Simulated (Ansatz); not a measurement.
# One elementary step

Start structure (BH$_{3}$SF$_{2}$, singlet), relaxed at PBE0-D4/def2-TZVP:

```csv
atom,x (Å),y (Å),z (Å)
B1,-0.3444,-1.2340,-0.2055
H2,0.8241,-1.4188,-0.0623
F3,-0.8336,-0.8931,-1.3843
F4,-1.1996,-1.5356,0.7509
H5,1.2953,1.5227,0.9340
S6,-0.0061,1.5995,0.6158
H7,0.2644,1.9592,-0.6485
```

The step: BHF₂ ([F][BH][F]) + H₂S → BHSF₂ ([F][B]([F])[SH]) + H₂; bonds formed: B1–S6, H2–H5; bonds broken: B1–H2, H5–S6. Ansatz 0.2.0; basis: def2-TZVPP and def2-QZVPP; cores frozen in the correlated methods. Extrapolation: Hartree–Fock as exp(−7.88 √X), correlation as X^−2.97. Energies below are by CCSD(T) at an estimated basis limit (MP2 extrapolated from triple and quadruple zeta, plus CCSD(T) − MP2 in triple zeta).

Q: What are the electronic barrier and the energy of the step, from the start structure to the end structure? (An estimate is asked for; the value comes from the calculation.)

A: The calculation gives: Barrier 1.514 eV; step energy -0.303 eV (downhill); reverse barrier, their difference, 1.817 eV. Barrier and step energy count from the start structure, the reverse barrier from the end structure.

The saddle point: One imaginary mode of 1088i cm⁻¹.
| pair | start (Å) | saddle (Å) | end (Å) |
| --- | --- | --- | --- |
| B1–S6 | 2.97 | 2.06 | 1.80 |
| H2–H5 | 3.14 | 1.07 | 0.75 |
| B1–H2 | 1.19 | 1.34 | 3.12 |
| H5–S6 | 1.34 | 1.64 | 3.55 |

Zero-point energy (harmonic, PBE0-D4): ZPE is 0.950 eV at the start and 0.934 eV at the saddle, so the barrier goes from 1.514 to 1.498 eV.

T1 diagnostic: at most 0.013. The start structure is not quite a true minimum (one mode of 33i cm⁻¹).

Labels in which every atom is bracketed show which atoms are joined, not bond orders.

For scale, one of the runs: CCSD(T)/def2-TZVPP, 177 basis functions, launched by `ansatz run in.yaml --threads 2 --pin off --events-out ev --progress --plain --max-ram 4352MiB`. Hardware: 2 CPU threads of an AMD EPYC 7R43, shared host. Wall time 56 s; peak host memory 1.7 GiB.
